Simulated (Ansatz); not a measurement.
```yaml
crystal:
  periodic: [false, false, false]
  atoms:
    - {symbol: O, position_ang: [1.348615, 0.127029, 1.029271]}
    - {symbol: C, position_ang: [0.341689, 0.247125, 0.103359]}
    - {symbol: Si, position_ang: [-0.674383, -1.338247, -0.040535]}
    - {symbol: N, position_ang: [0.701137, 0.989450, -1.278450]}
    - {symbol: C, position_ang: [-0.035021, 1.508053, -0.428873]}
    - {symbol: F, position_ang: [-0.643248, 2.650338, -0.244162]}
    - {symbol: H, position_ang: [1.835930, 0.955387, 1.107433]}
    - {symbol: H, position_ang: [-1.305406, -1.645365, 1.266975]}
    - {symbol: H, position_ang: [-1.713403, -1.100655, -1.070435]}
    - {symbol: H, position_ang: [0.227087, -2.444416, -0.441581]}
basis:
  gaussian: {orbitals: aug-pcseg-2, final_grid: {core_spheres: 1, valence_spheres: 1, degree: 1}}
hamiltonian: {xc: {name: r2SCAN}}
accuracy: high
scf: {lower_state_search: off}
```

```sh
$ ansatz run in.yaml --threads 4 --pin off --events-out ev --progress --plain --max-ram 10444MiB
```

Shortened log:

```
Functional definition: r2SCAN
  name "r2SCAN"
  cite "Furness, Kaplan, Ning, Perdew & Sun, J. Phys. Chem. Lett. 11, 8208 (2020) doi:10.1021/acs.jpclett.0c02405"
  cite "Furness, Kaplan, Ning, Perdew & Sun, J. Phys. Chem. Lett. 11, 9248 (2020) doi:10.1021/acs.jpclett.0c03077"
  parent r2scan
  parameter k0 = 0.174
  parameter k1 = 0.065
  parameter a1 = 4.9479
  exchange = r2scan_x(k0 = k0, k1 = k1, a1 = a1)
  correlation = r2scan_c
these checks for a lower state are left out or cut short: stability, starts, cluster_reference, orbital_swaps, neighbouring_geometries, increment
5693 factors; integrals over basis functions are off by at most 3.6e-9 eV
mean field evaluation 1: about -16258.9316 eV, gradient 6.4e1 eV
mean field evaluation 2: about -16240.0692 eV, gradient 1.1e2 eV
mean field evaluation 4: about -16266.7035 eV, gradient 1.0e1 eV
mean field evaluation 16: about -16726.6172 eV, gradient 6.2e1 eV
mean field -16793.70470812 eV, -617.1572648415 hartree, gradient 6.3e-8 eV, S^2 0.000000; 0 other end points of the search recorded, 0 dependent functions left out
reference -16793.70471011 eV, -617.1572649147 hartree; 27, 27 occupied and 345, 345 virtual orbitals, 5693 factors
Total energy: -16793.70471011 eV, -617.1572649147 hartree
Checks for a lower state left out: stability, starts, cluster_reference, orbital_swaps, neighbouring_geometries, increment
```

Something in this input is off. What?

The integration grid is far too coarse. The run converged. The result belongs to that input, not to the molecule as meant.
